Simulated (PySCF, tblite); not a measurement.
Species: C6H9ClS.
SMILES with atom numbers: `[CH2:1]=[CH:2]/[C:3]([CH3:4])=[C:5](\[Cl:6])[S:7][CH3:8]` (hydrogens: H9, H10 on C1; H11 on C2; H12, H13, H14 on C4; H15, H16, H17 on C8)

Computed with GFN2-xTB (tblite), gas phase: Langevin dynamics at 400 K from the optimised GFN2-xTB geometry, time step 0.5 fs, friction 0.01 fs⁻¹, 2000 steps. Over the second half of the run the saved frames average 416 K.

Frame at 250 fs, instantaneous temperature 343 K:
```
atom  x, y, z in Å
C1      2.409    1.226    0.350
C2      1.178    1.184    0.659
C3      0.212    0.165    0.161
C4      0.803   -0.825   -0.757
C5     -0.982    0.050    0.693
Cl6    -1.618    1.202    1.811
S7     -2.131   -1.267    0.305
C8     -3.779   -0.681    0.874
H9      3.020    1.979    0.759
H10     3.051    0.621   -0.290
H11     0.748    1.890    1.395
H12     1.662   -1.250   -0.262
H13     1.164   -0.172   -1.532
H14     0.131   -1.700   -0.980
H15    -4.002    0.237    0.341
H16    -3.842   -0.684    1.931
H17    -4.452   -1.358    0.414
```

Frame at 425 fs, instantaneous temperature 329 K:
```
atom  x, y, z in Å
C1      2.320    1.538    0.759
C2      0.924    1.391    0.947
C3      0.112    0.295    0.451
C4      0.563   -0.685   -0.589
C5     -1.197    0.280    0.812
Cl6    -1.842    1.291    2.037
S7     -2.261   -0.865    0.158
C8     -3.632   -0.999    1.459
H9      2.695    2.474    1.157
H10     2.837    0.822    0.150
H11     0.376    2.048    1.643
H12     1.442   -1.197   -0.184
H13     0.847   -0.199   -1.545
H14    -0.164   -1.454   -0.841
H15    -3.944   -0.034    1.770
H16    -3.324   -1.535    2.332
H17    -4.402   -1.633    1.034
```

Frame at 625 fs, instantaneous temperature 352 K:
```
atom  x, y, z in Å
C1      1.982    1.879    1.297
C2      0.907    1.241    1.655
C3      0.107    0.506    0.701
C4      0.802   -0.345   -0.404
C5     -1.216    0.275    0.856
Cl6    -2.150    1.114    2.068
S7     -2.105   -0.854   -0.109
C8     -3.809   -1.011    0.619
H9      2.624    2.451    1.943
H10     2.450    1.655    0.269
H11     0.357    1.280    2.558
H12     0.879   -1.353   -0.003
H13     1.815    0.104   -0.681
H14     0.175   -0.386   -1.268
H15    -4.382   -1.195   -0.217
H16    -4.148   -0.059    0.960
H17    -3.908   -1.781    1.363
```

Frame at 800 fs, instantaneous temperature 404 K:
```
atom  x, y, z in Å
C1      1.834    1.908    1.544
C2      0.547    1.525    1.863
C3     -0.089    0.534    1.005
C4      0.702   -0.404    0.176
C5     -1.433    0.400    1.046
Cl6    -2.253    0.770    2.452
S7     -2.332   -0.760   -0.042
C8     -3.842   -0.932    0.869
H9      2.327    2.691    2.119
H10     2.484    1.386    0.872
H11    -0.131    2.064    2.566
H12     1.519   -0.841    0.793
H13     1.192    0.169   -0.573
H14    -0.001   -1.168   -0.357
H15    -4.468   -1.482    0.122
H16    -4.300    0.030    0.983
H17    -3.796   -1.387    1.802
```

Frame at 1000 fs, instantaneous temperature 618 K:
```
atom  x, y, z in Å
C1      1.241    2.592    1.589
C2      0.246    1.833    1.995
C3     -0.581    1.006    0.982
C4     -0.031    0.640   -0.316
C5     -1.699    0.441    1.381
Cl6    -2.512    0.873    2.786
S7     -2.328   -0.791    0.254
C8     -3.570   -1.690    1.293
H9      1.850    3.127    2.317
H10     1.465    2.791    0.565
H11    -0.108    1.778    3.015
H12     1.059    0.749   -0.314
H13    -0.546    1.164   -1.105
H14    -0.148   -0.521   -0.354
H15    -4.047   -2.492    0.750
H16    -4.409   -1.065    1.781
H17    -2.997   -2.162    2.091
```

Problem. What do single points at PBE0/pcSseg-1 (PySCF, gas phase) give on these frames?

Solution. 
```json
{"t (fs)": "250", "GFN2-xTB E above start (eV)": "0.66", "DFT E above lowest frame (eV)": "0.07", "HOMO (eV)": "-6.10", "LUMO (eV)": "-0.65", "dipole (D)": "0.63"}
{"t (fs)": "425", "GFN2-xTB E above start (eV)": "0.64", "DFT E above lowest frame (eV)": "0.00", "HOMO (eV)": "-5.80", "LUMO (eV)": "-1.19", "dipole (D)": "1.37"}
{"t (fs)": "625", "GFN2-xTB E above start (eV)": "0.71", "DFT E above lowest frame (eV)": "0.15", "HOMO (eV)": "-5.89", "LUMO (eV)": "-0.82", "dipole (D)": "1.09"}
{"t (fs)": "800", "GFN2-xTB E above start (eV)": "0.92", "DFT E above lowest frame (eV)": "0.38", "HOMO (eV)": "-5.83", "LUMO (eV)": "-1.22", "dipole (D)": "0.75"}
{"t (fs)": "1000", "GFN2-xTB E above start (eV)": "0.77", "DFT E above lowest frame (eV)": "0.18", "HOMO (eV)": "-6.03", "LUMO (eV)": "-0.69", "dipole (D)": "0.83"}
```

Both levels order the frames alike by energy; measured from each level's lowest frame they differ by 0.10 eV at most. The HOMO–LUMO gap runs from 4.61 to 5.45 eV. These are instantaneous structures, not minima.

Problem. And the isotropic GIAO shieldings (ppm) from the same runs?

Solution. 
| atom | 250 fs | 425 fs | 625 fs | 800 fs | 1000 fs | mean | range |
| --- | --- | --- | --- | --- | --- | --- | --- |
| C1 | 80.0 | 58.3 | 67.5 | 59.5 | 67.5 | 66.6 | 21.7 |
| C2 | 52.1 | 24.6 | 51.3 | 34.1 | 37.9 | 40.0 | 27.5 |
| C3 | 57.5 | 50.1 | 50.6 | 39.3 | 47.3 | 49.0 | 18.2 |
| C4 | 168.5 | 169.9 | 163.6 | 161.4 | 164.4 | 165.6 | 8.5 |
| C5 | 50.3 | 48.1 | 51.7 | 46.5 | 52.7 | 49.9 | 6.2 |
| Cl6 | 725.3 | 713.6 | 713.8 | 712.7 | 753.2 | 723.7 | 40.5 |
| S7 | 431.8 | 449.0 | 449.9 | 436.1 | 449.2 | 443.2 | 18.1 |
| C8 | 166.7 | 157.7 | 164.8 | 170.0 | 161.6 | 164.2 | 12.3 |
| H9 | 27.4 | 25.3 | 26.2 | 26.1 | 26.2 | 26.2 | 2.1 |
| H10 | 26.2 | 25.4 | 25.1 | 25.8 | 26.2 | 25.7 | 1.1 |
| H11 | 24.0 | 23.0 | 24.9 | 23.0 | 24.2 | 23.8 | 1.9 |
| H12 | 30.2 | 29.5 | 29.9 | 28.9 | 29.2 | 29.5 | 1.3 |
| H13 | 29.6 | 29.5 | 28.1 | 30.1 | 30.0 | 29.5 | 2.0 |
| H14 | 28.3 | 28.5 | 30.2 | 26.8 | 26.9 | 28.1 | 3.4 |
| H15 | 28.9 | 29.1 | 30.9 | 29.0 | 29.8 | 29.5 | 2.0 |
| H16 | 29.4 | 29.7 | 29.1 | 29.5 | 27.8 | 29.1 | 1.9 |

The cost below is that of the whole dynamics run. The run took 16 s of wall time on one thread of an AMD EPYC 9R14 (shared host), and the process peaked at 0.19 GiB of memory.
